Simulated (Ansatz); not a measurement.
Dissociation curve of SMILES CCO[SiH](C)OCC (C5H14O2Si), singlet. The Si1–O15 bond (Si1 also carries C, H, O; O15 carries C) is stretched with both fragments frozen at the PBE0/def2-SVP optimised geometry.

Level of theory: unrestricted PBE0/def2-SVP in Ansatz (a quantum-chemistry and plane-wave program).

Q: Relative to R = 1.66 Å, what are the energies at R = 1.61, 2.20, 3.49, 4.80 Å?

A: 4.8 kJ/mol at 1.61 Å, 185.7 kJ/mol at 2.20 Å, 467.1 kJ/mol at 3.49 Å, 486.1 kJ/mol at 4.80 Å.

The unrestricted determinant behind UKS-PBE0 is spin-contaminated at 2.76 to 4.80 Å (<S²> up to 1.0, against 0.00 for a pure singlet).
